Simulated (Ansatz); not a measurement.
Basis-set extrapolation for C$_{2}$H$_{6}$AlClO (PBE0-D4/def2-TZVP geometry, frozen core, the Gaussian-basis code of Ansatz). Multiplicity 1, RHF reference.

```
                      def2-TZVPP   def2-QZVPP
                 HF  -855.582705  -855.610052
    MP2 correlation    -0.839342    -0.906176
CCSD(T) correlation    -0.930947      not run
```

Energies in hartree. Use E(X) = E(∞) + A·exp(−7.88·√X) for Hartree–Fock and E(X) = E(∞) + B·X^(−2.97) for correlation, with X = 3 and 4, and add CCSD(T) minus MP2 of the smaller set to the MP2 limit.

What is the CCSD(T) energy at the basis-set limit?

HF limit: -855.610052 + (-0.027347) × 0.13774 = -855.61382. MP2 limit: -0.906176 + (-0.066834) × 0.74074 = -0.95568. Higher-order term: -0.930947 − (-0.839342) = -0.09160. Total: -856.66110 hartree, 387.1 kJ/mol below CCSD(T)/def2-TZVPP.
